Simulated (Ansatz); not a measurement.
System: PbBr, net charge 1, singlet state. SMILES: [Br][Pb+]
Geometry: optimised at B3LYP-D3(BJ)/def2-TZVP (Ansatz, a quantum-chemistry and plane-wave program).

Property: vertical electron affinity (to the doublet state of charge +0; a negative value means that the extra electron is unbound and the number depends on the basis; each state is the SCF solution reached for its spin), in eV. Valence correlation only, unless marked. UHF or UKS for open shells. No spin-orbit coupling. The frozen core is the preceding noble-gas configuration, with the filled d and f shells of earlier blocks. In def2 rows, elements after Kr have scalar-relativistic effective core potentials. CBS marks a two-point X^-3 extrapolation of the correlation energy; Hartree-Fock from the larger set.

| level | program | vertical electron affinity (eV) |
|---|---|---|
| SVWN5/def2-TZVPD | Ansatz | 6.78 |
| r2SCAN/def2-TZVPD | Ansatz | 6.78 |
| B3LYP/def2-TZVPD | Ansatz | 6.75 |
| BHLYP/def2-TZVPD | Ansatz | 6.76 |
| wB97M-V/def2-TZVPD | Ansatz | 6.79 |
| wB97X-V/def2-TZVPD | Ansatz | 6.74 |
| wB97X/def2-TZVPD | Ansatz | 6.70 |
| CCSD/def2-SVPD | Ansatz | 6.54 |
| CCSD/def2-TZVPPD | Ansatz | 6.62 |
| CCSD/def2-QZVPPD | Ansatz | 6.66 |
| CCSD/CBS(def2-TZVPPD,def2-QZVPPD) | Ansatz | 6.69 |
| CCSD(T)/def2-SVPD | Ansatz | 6.51 |
| CCSD(T)/def2-TZVPPD | Ansatz | 6.59 |
| CCSD(T)/def2-QZVPPD | Ansatz | 6.64 |
| CCSD(T)/CBS(def2-TZVPPD,def2-QZVPPD) | Ansatz | 6.68 |
